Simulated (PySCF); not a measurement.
Ta(F)4(NH2) (F₄H₂NTa), SMILES [NH2][Ta]([F])([F])([F])[F], multiplicity 1.

The structure is a stationary point at PBE-D3(BJ)/def2-SVP. The multiplicity is an assumed one; no other spin state was optimised. The structure was generated by enumeration; whether it is a known compound was not checked. The def2 effective core potentials stand for the cores of Ta; spin–orbit coupling is left out. The values are those of a single conformer.

Calculation: PySCF with PBE-D3(BJ)/def2-SVP.

Frequencies are harmonic and unscaled.

Computed vibrational spectrum:
```
mode  ν (cm⁻¹)  IR (km/mol)  moving atoms (share of kinetic energy)
----  --------  -----------  --------------------------------------
1          105          6.0                          F 69 %, N 26 %
2          116          5.3                                  F 99 %
3          186         20.2                         F 78 %, Ta 20 %
4          189          5.1                 F 51 %, N 26 %, Ta 17 %
5          200         12.0                 F 70 %, Ta 16 %, N 10 %
6          227          0.0                                  F 93 %
7          266          2.6                  F 48 %, N 34 %, H 18 %
8          429          0.0                                  H 92 %
9          455        217.2                          H 83 %, N 17 %
10         626         27.4                  H 50 %, F 33 %, N 14 %
11         641          1.6                           F 89 %, N 9 %
12         675        204.4                 F 51 %, H 29 %, Ta 14 %
13         676        114.3                  F 75 %, N 14 %, Ta 9 %
14         680        128.1                         F 84 %, Ta 15 %
15         708         22.7                  N 54 %, F 32 %, H 10 %
16        1435         35.5                          H 89 %, N 11 %
17        3474         91.0                                  H 96 %
18        3585         48.7                           H 91 %, N 9 %
```
